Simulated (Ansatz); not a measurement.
Reaction (hydrogen abstraction from the In–H bond): `[CH3][InH][SH]` + `[OH]`• → `[CH3][In][SH]`• + H₂O

Gas-phase electronic energies from Ansatz, PBE0-D4/def2-TZVP geometries. CCSD(T)/CBS adds triple-zeta CCSD(T) − MP2 to the extrapolated MP2 energy (def2 sets, frozen cores). This one scheme is used for every species. DFT in def2-TZVPP. Open shells (•) are unrestricted, without spin–orbit coupling. Elements past krypton have def2 core potentials. For In outer-core shells are correlated without core-valence functions, which leaves a few kJ/mol of doubt a bond. One conformer a species, not always the lowest.

(1) Is it downhill or uphill in electronic energy at CCSD(T)/CBS, and by how much? (Best estimate.)

(2) What do these levels give: r2SCAN-D4, B97M-V, ωB97X-V, B2PLYP, r2SCAN, r2SCAN0, LC-ωPBE, RPA@PBE/def2-TZVPP, MP2/def2-SVP, SCS-MP2/def2-TZVPP, HF/def2-QZVPP, HF/CBS(def2)? (Best estimate.)

Largest T1 diagnostic among the species: 0.016.

Answers

(1) The calculation gave: Downhill: ΔE = -2.23 eV.

(2) Computed: r2SCAN-D4 -2.19, B97M-V -2.01, ωB97X-V -2.03, B2PLYP -2.23, r2SCAN -2.19, r2SCAN0 -2.08, LC-ωPBE -2.07, RPA@PBE/def2-TZVPP -1.96, MP2/def2-SVP -2.19, SCS-MP2/def2-TZVPP -2.22, HF/def2-QZVPP -1.43, HF/CBS(def2) -1.43 eV.

From r2SCAN to r2SCAN0 (25 % exact exchange), in def2-TZVPP and without D4, ΔE moves by +0.12 eV. At CCSD(T), def2-SVP lies +0.24 eV from the extrapolated value and def2-TZVPP +0.10 eV. In def2-TZVPP, CCSD(T) changes the Hartree–Fock value by −0.71 eV (the triples alone add −0.06 eV) and MP2 by −0.96 eV.
